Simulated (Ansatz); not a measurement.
Reaction (silylene formation by 1,1-elimination): `O[SiH](O)N[SiH](Cl)Cl` → `N[SiH](Cl)Cl` + `O[Si]O`

Program: Ansatz. Geometries: PBE0-D4/def2-TZVP. ΔE: electronic, gas phase. CCSD(T)/CBS adds triple-zeta CCSD(T) − MP2 to the extrapolated MP2 energy (def2 sets, frozen cores). This one scheme is used for every species. DFT in def2-TZVPP. B3LYP here is the variant with VWN-RPA as its local correlation; programs differ in this. One conformer a species, not always the lowest.

`O[SiH](O)N[SiH](Cl)Cl`:

Z-matrix (Å, degrees):
```
Si
O 1 1.638
N 1 1.726 2 115.2
O 1 1.633 2 106.2 3 114.7
H 1 1.479 2 109.3 3 -122.3
H 2 0.959 1 117.6 3 70.6
Si 3 1.694 1 129.2 2 -76.2
H 3 1.013 1 114.1 2 95.2
H 4 0.958 1 116.6 2 28.4
Cl 7 2.044 3 110.2 1 135.8
Cl 7 2.054 3 107.2 1 16.0
H 7 1.472 3 116.2 1 -103.1
```

`N[SiH](Cl)Cl`:

```xyz
7

N    -1.048   -0.176   -0.329
Si    0.524    0.271    0.107
Cl    0.496    0.756    2.089
Cl    1.945   -1.195   -0.132
H    -1.598   -0.769    0.272
H    -1.287   -0.301   -1.300
H     0.968    1.415   -0.707
```

`O[Si]O`:

Z-matrix (Å, degrees):
```
O
Si 1 1.642
H 1 0.964 2 117.5
O 2 1.663 1 99.4 3 0.0
H 4 0.960 2 116.1 1 180.0
```

```json
{"level": "PBE0-D4", "ΔE (kcal/mol)": "51.4", "difference from CCSD(T)/CBS": "0.3"}
{"level": "B3LYP-D4", "ΔE (kcal/mol)": "48.7", "difference from CCSD(T)/CBS": "-2.4"}
{"level": "ωB97X-V", "ΔE (kcal/mol)": "51.9", "difference from CCSD(T)/CBS": "0.8"}
{"level": "PBE0", "ΔE (kcal/mol)": "48.3", "difference from CCSD(T)/CBS": "-2.8"}
{"level": "B3LYP", "ΔE (kcal/mol)": "43.4", "difference from CCSD(T)/CBS": "-7.7"}
{"level": "HF/def2-TZVPP", "ΔE (kcal/mol)": "50.9", "difference from CCSD(T)/CBS": "-0.2"}
{"level": "SCS-MP2/def2-TZVPP", "ΔE (kcal/mol)": "51.5", "difference from CCSD(T)/CBS": "0.4"}
{"level": "CCSD/def2-TZVPP", "ΔE (kcal/mol)": "50.2", "difference from CCSD(T)/CBS": "-0.9"}
{"level": "HF/CBS(def2)", "ΔE (kcal/mol)": "51.0", "difference from CCSD(T)/CBS": "-0.1"}
{"level": "CCSD/CBS(def2)", "ΔE (kcal/mol)": "51.1", "difference from CCSD(T)/CBS": "0.0"}
{"level": "CCSD(T)/CBS", "ΔE (kcal/mol)": "51.1", "difference from CCSD(T)/CBS": "0"}
```

Largest T1 diagnostic among the species: 0.015.

From PBE to PBE0 (25 % exact exchange), in def2-TZVPP and without D4, ΔE moves by +5.4 kcal/mol. The D4 term adds +5.4 kcal/mol with B3LYP and +3.0 kcal/mol with PBE0; it sums over pairs of atoms, weighted by their polarisabilities, and B3LYP, whose exchange is more repulsive, gets the larger term.
